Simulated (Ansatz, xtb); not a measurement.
## C4H7F3Si: which of two isomers lies lower

Structure X: `FC(F)(F)C1([SiH3])CC1`, a singlet. Structure Y: `FC(F)(F)[C@@H]1C[C@@H]1[SiH3]`, a singlet. Both are isolated molecules in the gas phase, relaxed with B3LYP-D3(BJ)/def2-SVP.

Problem. Which of the two would you expect CCSD(T)/def2-SVP + ΔMP2/def2-TZVPP electronic energies to favour?

Solution. Structure X; the calculation gives E(Y) − E(X) = +1.48 kcal/mol.

How the difference moves with the method:

```
                             level               geometry  E(Y) − E(X) (kcal/mol)  departure from the last row (kcal/mol)  job, with rough time for the two
             B3LYP-D3(BJ)/def2-SVP  B3LYP-D3(BJ)/def2-SVP                     +0.73                                   −0.75               optimisation, 2 min
                       HF/def2-SVP  B3LYP-D3(BJ)/def2-SVP                     +0.51                                   −0.97           part of the CCSD(T) run
                      MP2/def2-SVP  B3LYP-D3(BJ)/def2-SVP                     +1.64                                   +0.16           part of the CCSD(T) run
                  CCSD(T)/def2-SVP  B3LYP-D3(BJ)/def2-SVP                     +1.45                                   −0.03                      single point
CCSD(T)/def2-SVP + ΔMP2/def2-TZVPP  B3LYP-D3(BJ)/def2-SVP                     +1.48                                                     single point, 2.5 min
```

As drawn, both hold the same kinds of bond in the same numbers.

None of the levels shown reverses the order. The largest departure from CCSD(T)/def2-SVP + ΔMP2/def2-TZVPP is that of HF/def2-SVP, 0.97 kcal/mol. Levels run at GFN2-xTB geometries aren't shown. The last row adds to CCSD(T) the change of the MP2 difference between the two basis sets, here +0.03 kcal/mol.

With thermal terms from frequencies at re-optimised GFN2-xTB minima (ideal gas, soft modes damped towards free rotors, one conformer each, 298.15 K, 1 atm): the zero-point term adds +0.15 kcal/mol; ΔH is +1.47 and ΔG +1.75 kcal/mol.

The correlated steps freeze 12 core orbitals. Mirror images aren't counted in ΔG. Run with Ansatz 0.2.0, xtb 6.7.1; the last row on 2 threads of Intel(R) Xeon(R) Platinum 8488C (Sapphire Rapids) on a shared host.
